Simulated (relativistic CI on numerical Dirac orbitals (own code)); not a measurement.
Ga IV: sensitivity of the levels to the model

Base calculation: Dirac-Coulomb-Breit CI, orbitals from a KLI potential per configuration, QED by a radiative potential, valence Slater integrals scaled by 0.85, P86 correlation energy added to each configuration.

Configuration list (outside the closed core [Ar]): 3d10, 3d9.4s, 3d9.4p, 3d9.4d, 3d9.5s, 3d8.4s2, 3d9.5p, 3d9.4f, 3d9.5d, 3d8.4s.4p, 3d9.5f, 3d9.5g, 3d8.4p2, 3d8.4s.4d. Levels of other configurations are missing.

The lowest level and the first level of each name with at least 55 % of one term (blank where a level has no safe partner in the second run):

```
       Level  Base (cm⁻¹)  Shift (cm⁻¹)
   3d10 1S_0            0             0
 3d9.4s 3D_3       145242          -131
 3d9.4s 3D_2       146642          -133
 3d9.4s 3D_1       148720          -144
 3d9.4s 1D_2       151482          -139
3d9.4p 3P°_2       219289           -28
3d9.4p 3P°_1       222219           -37
3d9.4p 3F°_3       222529           -26
3d9.4p 3F°_4       223600           -31
3d9.4p 3P°_0       223969           -44
3d9.4p 3F°_2       224792           -37
3d9.4p 1F°_3       227726           -36
3d9.4p 1D°_2       228348           -31
3d9.4p 3D°_3       229241           -38
3d9.4p 3D°_1       230935           -41
3d9.4p 1P°_1       231540           -36
3d9.4p 3D°_2       231753           -43
 3d9.4d 3S_1       320758           -29
 3d9.4d 3G_5       323741           -27
 3d9.4d 3G_4       323920           -27
 3d9.4d 3P_2       323961           -28
 3d9.4d 3D_3       325040           -28
```

For a near-neutral ion this model can misplace configurations by up to about 10,000 cm⁻¹ (more where the count of f electrons changes) and terms by 10 to 25 % of their spread. Rates follow the energies as ν³ (E1, M1) or ν⁵ (E2), so they and the lifetimes can be off by large factors. The fine structure of a lone outer electron comes out too small, for d and f at times inverted, and misplaced configurations move strength between like terms. 51 of the 69 excited levels that our extract of the measured tables holds in this range could be paired (the sources list more); they are missed by 7813 cm⁻¹ on average and 11052 at most, and levels without a partner can miss by more.

(1) One thing was changed in a second run, which moved the levels as shown. Which?
A. Breit term removed
B. configuration mixing switched off
C. non-relativistic limit
D. self-excluded LDA correlation estimate
E. QED terms removed
F. Slater integrals left unscaled

Results:

(1) E. QED terms removed. QED shifts follow the density of s (and p1/2) electrons at the nucleus, so configurations move by their count of such electrons; where none moves, the smaller shifts of p3/2 electrons and of j = l + 1/2 against j = l − 1/2 set the pattern.

LS names give the leading component of a level, which can be under half, so a name can repeat, a term be missing and a line seem to break the LS rules.
